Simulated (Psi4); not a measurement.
water (H2O), singlet, geometry from GFN2-xTB; CCSD(T)/def2-SVPD run with Psi4.

The Psi4 input:
```
memory 2 GB

molecule {
0 1
O     0.00956971    0.00206403    0.11338892
H    -0.05579359    0.76362201   -0.46612807
H    -0.02076411   -0.78013425   -0.44098332
}

set {
  basis def2-svpd
  freeze_core true
  mp2_type conv
  scf_type pk
  puream true
  d_convergence 1e-8
}

energy('ccsd(t)')
print_variables()
```

Task: What does Psi4 print? Leave out banner, timings and long lists.

Result: 
```
   => Loading Basis Set <=

    Name: DEF2-SVPD
    Role: ORBITAL
    Keyword: BASIS

         ---------------------------------------------------------
                                   SCF
               by Justin Turney, Rob Parrish, Andy Simmonett
                          and Daniel G. A. Smith
                              RHF Reference
         ---------------------------------------------------------

  ==> Geometry <==

    Molecular point group: cs
    Full point group: Cs

    Geometry (in Angstrom), charge = 0, multiplicity = 1:

       Center              X                  Y                   Z               Mass
    ------------   -----------------  -----------------  -----------------  -----------------
         O           -0.063675101211     0.001155238628     0.000000000000    15.994914619570
         H            0.519292141749     0.762884884383     0.000000000000     1.007825032230
         H            0.491277922193    -0.781219359738     0.000000000000     1.007825032230

  Running in cs symmetry.

  Rotational constants: A =     29.08172  B =     14.02637  C =      9.46251 [cm^-1]
  Rotational constants: A = 871848.17886  B = 420499.89604  C = 283679.04568 [MHz]
  Nuclear repulsion =    9.169540395829205

  Charge       = 0
  Multiplicity = 1
  Electrons    = 10
  Nalpha       = 5
  Nbeta        = 5

  ==> Algorithm <==

  SCF Algorithm Type is PK.
  DIIS enabled.
  MOM disabled.
  Fractional occupation disabled.
  Guess Type is SAD.
  Energy threshold   = 1.00e-08
  Density threshold  = 1.00e-08
  Integral threshold = 1.00e-12

  ==> Primary Basis <==

  Basis Set: DEF2-SVPD
    Blend: DEF2-SVPD
    Number of shells: 17
    Number of basis functions: 39
    Number of Cartesian functions: 41
    Spherical Harmonics?: true
    Max angular momentum: 2

  ==> Integral Setup <==

  Using in-core PK algorithm.
   Calculation information:
      Number of atoms:                   3
      Number of AO shells:              17
      Number of primitives:             27
      Number of atomic orbitals:        41
      Number of basis functions:        39

      Integral cutoff                 1.00e-12
      Number of threads:                 1

  Performing in-core PK
  Using 609180 doubles for integral storage.
  We computed 11781 shell quartets total.
  Whereas there are 11781 unique shell quartets.

  ==> DiskJK: Disk-Based J/K Matrices <==

    J tasked:                  Yes
    K tasked:                  Yes
    wK tasked:                  No
    Schwarz Cutoff:          1E-12

  Minimum eigenvalue in the overlap matrix is 5.4699493342E-03.
  Reciprocal condition number of the overlap matrix is 1.0985659426E-03.
    Using symmetric orthogonalization.

  ==> Pre-Iterations <==

  SCF Guess: Superposition of Atomic Densities via on-the-fly atomic UHF (no occupation information).

   -------------------------
    Irrep   Nso     Nmo
   -------------------------
     A'        28      28
     A"        11      11
   -------------------------
    Total      39      39
   -------------------------

  ==> Iterations <==

                        Total Energy        Delta E     RMS |[F,P]|

   @RHF iter SAD:   -75.45431988796562   -7.54543e+01   0.00000e+00
   @RHF iter   1:   -75.89781313670323   -4.43493e-01   1.43034e-02 ADIIS/DIIS
   @RHF iter   2:   -75.94715139340619   -4.93383e-02   9.13340e-03 ADIIS/DIIS
   @RHF iter   3:   -75.97367661496462   -2.65252e-02   8.88305e-04 ADIIS/DIIS
   @RHF iter   4:   -75.97412946766420   -4.52853e-04   1.58676e-04 ADIIS/DIIS
   @RHF iter   5:   -75.97415069094421   -2.12233e-05   3.49944e-05 DIIS
   @RHF iter   6:   -75.97415232092476   -1.62998e-06   6.87652e-06 DIIS
   @RHF iter   7:   -75.97415239012038   -6.91956e-08   1.17270e-06 DIIS
   @RHF iter   8:   -75.97415239192698   -1.80660e-09   1.74077e-07 DIIS
   @RHF iter   9:   -75.97415239196170   -3.47171e-11   4.49371e-08 DIIS
   @RHF iter  10:   -75.97415239196376   -2.06057e-12   5.91943e-09 DIIS
[...]
  @RHF Final Energy:   -75.97415239196376
    Total Energy =                        -75.9741523919637700
[...]
     2        -0.221701176271249    1.295e-02    0.010482    0.021822    0.021822    0.122376
     3        -0.223066795414043    5.547e-03    0.012272    0.026039    0.026039    0.124660
     4        -0.222997844049187    1.013e-03    0.012490    0.026688    0.026688    0.124797
     5        -0.223000408111010    3.388e-04    0.012560    0.026934    0.026934    0.124818
     6        -0.223005274655574    9.136e-05    0.012582    0.027020    0.027020    0.124815
     7        -0.223003413731208    2.584e-05    0.012585    0.027037    0.027037    0.124807
     8        -0.223003231733503    6.671e-06    0.012587    0.027042    0.027042    0.124806
     9        -0.223003240658429    1.842e-06    0.012587    0.027043    0.027043    0.124806
    10        -0.223003157787251    6.037e-07    0.012587    0.027043    0.027043    0.124806
    11        -0.223003170131815    2.039e-07    0.012587    0.027043    0.027043    0.124806
    12        -0.223003169895885    7.022e-08    0.012587    0.027043    0.027043    0.124806

    Iterations converged.

    Largest TIA Amplitudes:
              3  24        -0.0214897719
              3  26        -0.0162816412
              2   5         0.0125554806
              2   2        -0.0109274724
              2   0         0.0072170559
              1  19         0.0071600447
              0   2        -0.0045436023
              1   1        -0.0039598648
              2  20        -0.0037432208
              1  15         0.0037075094

    Largest TIjAb Amplitudes:
      3   3  29  29        -0.0355917126
      2   2  14  14        -0.0296010410
      1   1   8   8        -0.0244909778
      2   3  14  29        -0.0215901209
      3   2  29  14        -0.0215901209
      2   2   5   5        -0.0192337171
      1   1  13  13        -0.0186967316
      3   3  24  29        -0.0180866244
      3   3  29  24        -0.0180866244
      1   1   8  13        -0.0180750685

    SCF energy       (wfn)                    =  -75.974152391963756
    Reference energy (file100)                =  -75.974152391963727

    Opposite-spin MP2 correlation energy      =   -0.160326226542933
    Same-spin MP2 correlation energy          =   -0.054863733313711
    Singles MP2 correlation energy            =   -0.000000000000000
    MP2 correlation energy                    =   -0.215189959856644
      * MP2 total energy                      =  -76.189342351820372

    Opposite-spin CCSD correlation energy     =   -0.174539637288069
    Same-spin CCSD correlation energy         =   -0.048463532607816
    Singles CCSD correlation energy           =    0.000000000000000
    CCSD correlation energy                   =   -0.223003169895885
      * CCSD total energy                     =  -76.197155561859617

            **************************
            *                        *
            *        CCTRIPLES       *
            *                        *
            **************************

    Wave function   =    CCSD_T
    Reference wfn   =      RHF

    Nuclear Rep. energy (wfn)                =    9.169540395829205
    SCF energy          (wfn)                =  -75.974152391963756
    Reference energy    (file100)            =  -75.974152391963727
    CCSD energy         (file100)            =   -0.223003169895885
    Total CCSD energy   (file100)            =  -76.197155561859617

    Number of ijk index combinations:               20
    Approx. words needed per explicit thread:           55296
    Number of threads for explicit ijk threading:    1

    MKL num_threads set to 1 for explicit threading.

    (T) energy                                =   -0.004788658018176
      * CCSD(T) total energy                  =  -76.201944219877788

  Variable Map:
  ----------------------------------------------------------------------------
[...]
  Array Variable Map:
  ----------------------------------------------------------------------------
[...]
[...]
```
